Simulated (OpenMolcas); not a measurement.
## 4d2 along the 38-electron sequence

```
Program             : OpenMolcas
Method              : CASSCF
Basis               : ANO-R2
Scalar Hamiltonian  : X2C, finite nucleus
Spin-orbit coupling : state interaction with AMFI integrals over the reference wave functions, term energies averaged over their components
```

Active space for each ion: 2 electrons in 10 orbitals (4d 5d).

Computed levels in cm-1 above 3F2:

```
                               Level   Zr2+   Nb3+   Mo4+   Tc5+   Ru6+   Rh7+
                                 3F3    690   1045   1533   2037   2678   3430
                                 3F4   1530   2294   3318   4360   5659   7156
                                 1D2   8688  10771  12558  14236  15951  17688
                                 3P0   9776  11890  13653  15286  16904  18493
                                 3P1  10030  12290  14261  16121  18039  19995
                                 3P2  10652  13302  15818  18262  20927  23761
                                 1G4  13147  16278  18995  21564  24209  26905
                                 1S0  30594  38049  43968  49625  55142  60562
weight of 3F in the lowest level (%)     99     99     99     98     98     97
```

Mixed levels, with the weight of the term that names them: Ru6+ 1D2 (71 %), Ru6+ 3P2 (73 %), Rh7+ 1D2 (68 %), Rh7+ 3P2 (70 %).

Measured, with the error of the calculation in %. Measured levels: Zr2+ from Moore, Atomic Energy Levels, vol. II, NSRDS-NBS 35 (1971 reprint of NBS Circular 467, 1952); NIST levels as listed in Rynkun, Gaigalas and Jonsson, Astron. Astrophys. 637, A10 (2020); Mo4+ from Sugar and Musgrove, J. Phys. Chem. Ref. Data 17, 155 (1988).

| Level | Zr2+ | Mo4+ |
| --- | --- | --- |
| 3F3 | 681 (+1.3) | 1578 (-2.8) |
| 3F4 | 1486 (+2.9) | 3357 (-1.2) |
| 1D2 | 5742 (+51.3) | 10190 (+23.2) |
| 3P0 | 8062 (+21.3) | 11161 (+22.3) |
| 3P1 | 8326 (+20.5) | 11807 (+20.8) |
| 3P2 | 8838 (+20.5) | 13408 (+18.0) |
| 1G4 | 11049 (+19.0) | 16354 (+16.1) |
| 1S0 | 23979 (+27.6) | 37738 (+16.5) |

The fine-structure level 3F4 changes by a factor of 4.68 from Zr2+ to Rh7+. Its fourth root runs 6.25, 6.92, 7.59, 8.13, 8.67, 9.20, with steps per unit of Z of 0.67, 0.67, 0.54, 0.55, 0.52; equal steps would mean a (Z - σ)^4 law with constant σ.

1D2 changes by a factor of 2.04 over the same range, with steps per unit of Z of +2080, +1790, +1680, +1720, +1740 cm-1.

Without dynamic correlation excited terms often stand tens of per cent too high (terms of higher spin than the ground term too low), and those without a measured partner can miss by more than the paired ones. Active for correlation alone: 5d; no level in the range computed is led by a configuration that fills it, so any true level of that kind is missing. Some levels mix across a computed gap that differs much from the measured one, so their mixing is not that of the real levels (holds for Zr2+). Computed and measured levels are paired by configuration, term and J; levels that our copy of the source lacks, or whose pairing is in doubt (as where it misses far off the trend of its configuration), stay unpaired and out of the deviations. Only configurations of the active space appear.
